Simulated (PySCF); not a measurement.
SnH4, SMILES [SnH4]. Geometry optimised at PBE-D3(BJ)/def2-TZVPD. The isomer is the one that the SMILES or the coordinates give; other isomers of the formula were not compared. The def2 effective core potentials stand for the cores of Sn; spin–orbit coupling is left out.

Calculation: PySCF 2.14.0 with PBE-D3(BJ)/def2-TZVPD.

Harmonic wavenumbers (cm⁻¹): 653, 653, 653, 724, 724, 1881, 1893, 1893, 1893. Rotational constants (GHz): 63.85, 63.85, 63.85; symmetry number 12.

Problem. Work out the zero-point energy and the ideal-gas rigid-rotor harmonic-oscillator thermochemistry at 298.15 K and 1 atm.

Solution. ZPE = ½ Σ hcν = ½ × 10969 cm⁻¹ = 65.61 kJ/mol. H − E(el) = 77.13 kJ/mol. Entropy in J/(mol K): translation 168.74, rotation 53.66, vibration 6.96, total 229.36. G − E(el) = 8.74 kJ/mol. Cp = 51.67 J/(mol K).
